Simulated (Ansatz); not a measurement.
Cu5H4. Total charge 0; doublet. Geometry B3LYP-D4/def2-SVP, basis def2-TZVP, Ansatz.

Cartesian coordinates in Å:
```
Cu -0.494 -1.636 0.014
Cu 1.540 -0.478 0.563
Cu 0.618 1.566 -0.311
Cu -0.628 0.376 1.533
Cu -1.421 0.405 -0.863
H -0.793 1.907 -1.077
H 2.056 1.057 0.296
H 0.986 -2.023 0.609
H -1.863 -1.173 -0.764
```

```csv
run,HOMO (eV),LUMO (eV)
A,-4.60,-4.29
B,-4.27,-3.83
C,-4.67,-3.41
D,-4.91,-3.08
E,-4.44,-3.73
F,-4.37,-3.97
```

No other spin state of charge 0 was run. The structure comes from a short search, and lower isomers may exist.

HOMO and LUMO are taken over both spins.

Question: The runs used LDA (SPW92), PBE, PBE0, r2SCAN, r2SCANh, revPBE. Estimate which is which.

Answer: A LDA (SPW92) (0 % exact exchange); B revPBE (0 % exact exchange); C r2SCANh (10 % exact exchange); D PBE0 (25 % exact exchange); E r2SCAN (0 % exact exchange); F PBE (0 % exact exchange). Exact exchange lowers occupied and raises empty levels; among semilocal functionals meta-GGAs tend to open the gap a little, and such runs are hard to tell apart. The gap grows from 0.31 eV (LDA (SPW92)) to 1.83 eV (PBE0).
